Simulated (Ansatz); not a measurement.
Program: Ansatz. Geometries: PBE0-D4/def2-TZVP. ΔE: electronic, gas phase. CCSD(T)/CBS is the MP2 limit (def2-TZVPP, def2-QZVPP) plus CCSD(T) − MP2 in def2-TZVPP, frozen cores. This one scheme is used for every species. DFT in def2-TZVPP. For Ga outer-core shells are correlated without core-valence functions, which leaves a few kJ/mol of doubt a bond. Scalar relativity is left out up to krypton. Each species was taken in one conformer, which may not be the lowest.

Reaction (ligand exchange at a Ga–C bond): `[CH3][AlH][CH2][GaH2]` + `N=CO` → `O/C=[N]/[GaH2]` + `[CH3][AlH][CH3]`

`[CH3][AlH][CH2][GaH2]`:

Z-matrix (Å, degrees):
```
C
Al 1 1.952
H 1 1.096 2 110.7
H 1 1.096 2 111.0 3 117.5
H 1 1.093 2 113.2 3 -121.2
C 2 1.945 1 121.3 3 122.7
H 2 1.593 1 119.8 3 -56.0
Ga 6 1.953 2 115.8 1 -85.2
H 6 1.096 2 107.3 1 34.3
H 6 1.095 2 108.2 1 153.5
H 8 1.572 6 120.3 2 -91.2
H 8 1.573 6 119.8 2 87.2
```

`N=CO`:

Z-matrix (Å, degrees):
```
C
O 1 1.336
N 1 1.258 2 122.1
H 1 1.092 2 110.5 3 -180.0
H 2 0.968 1 106.6 3 -0.0
H 3 1.014 1 111.3 2 180.0
```

`O/C=[N]/[GaH2]`:

```xyz
8

O    -2.151   -0.477    0.700
C    -1.097   -0.412   -0.139
N     0.011    0.061    0.163
Ga    1.715    0.463   -0.314
H    -1.859   -0.093    1.539
H    -1.389   -0.839   -1.104
H     1.969    1.908   -0.848
H     2.801   -0.610    0.004
```

`[CH3][AlH][CH3]`:

Cartesian coordinates in Å:
```
C 1.616 0.318 -0.519
Al 0.167 -0.267 0.654
C -1.700 -0.156 0.091
H 1.560 -0.180 -1.493
H 2.610 0.137 -0.105
H 1.532 1.392 -0.724
H 0.492 -0.836 2.108
H -1.825 0.195 -0.936
H -2.196 -1.129 0.178
H -2.258 0.525 0.745
```

| species | B97M-V energy (Eh) |
| --- | --- |
| `[CH3][AlH][CH2][GaH2]` | -2247.91851 |
| `N=CO` | -169.91651 |
| `O/C=[N]/[GaH2]` | -2095.00508 |
| `[CH3][AlH][CH3]` | -322.84029 |

Question: Work out ΔE.

Answer: ΔE = (-2095.00508) + (-322.84029) − (-2247.91851) − (-169.91651) = -0.01035 Eh = -6.5 kcal/mol. CCSD(T)/CBS gives -4.8 kcal/mol.

Largest T1 diagnostic among the species: 0.016.

At CCSD(T), def2-SVP lies −2.9 kcal/mol from the extrapolated value and def2-TZVPP −0.5 kcal/mol. Leaving LDA and LC-ωPBE aside and taking each functional with its dispersion term where it has one, the values, not all of them listed here, spread over 2.5 kcal/mol, from BLYP-D4 to PBE0-D4.
